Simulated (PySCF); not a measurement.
**Ne⁺: ionisation energy**

Ne⁺ [He] 2s2 2p5 (2P) → Ne²⁺ [He] 2s2 2p4 (3P), as a difference of total energies. Computed with PySCF 2.14 in aug-cc-pwCVTZ, with the non-relativistic Hamiltonian (point nucleus). Correlated levels: valence: 1s2 frozen; valence and next inner shell: nothing frozen. The calculations carry no spin-orbit coupling.

Question: Order these methods by the ionisation energy they give, lowest first.
A. UHF
B. B2PLYP
C. LDA
D. MP2 (valence and next inner shell)

Answer: A (39.252 eV), D (40.801 eV), B (40.992 eV), C (41.434 eV).

Errors of the correlated levels include the incompleteness of this basis and the frozen core.

For comparison: 40.963 eV (measured; NIST Atomic Spectra Database, ionization energies).
